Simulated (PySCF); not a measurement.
Au+ (gold, charge +1): UHF calculation

Configuration: [Xe] 4f14 5d10, closed-shell 1S. All numbers are calculated (PySCF 2.14, scalar relativity through the core potential, in def2-TZVP with the def2 core potential (60 electrons)).

```
Total energy             : -134.507447 hartree
One-electron energy      : -233.1251 hartree
Hartree (Coulomb) energy : 110.4587 hartree
Exchange energy          : -11.8410 hartree
⟨S²⟩                     : 0.0000
⟨L²⟩                     : 0.000
Sum of ⟨r⟩               : 24.28 bohr
Sum of ⟨r²⟩              : 38.97 bohr²
Time after the integrals : 0.1 s of wall time on 1 thread of Neoverse-V1 (shared host)
```

```
shell  electrons  mean orbital energy (hartree)  rms radius, mean of both spins (bohr)
   5s          2                       -4.99680                                   1.01
   5p          6                       -3.04063                                   1.16
   5d         10                       -0.76527                                   1.70
```

Energies and moments cover only the electrons outside the core potential. Spin-orbit coupling, which splits the p, d and f shells strongly at this Z, is absent.
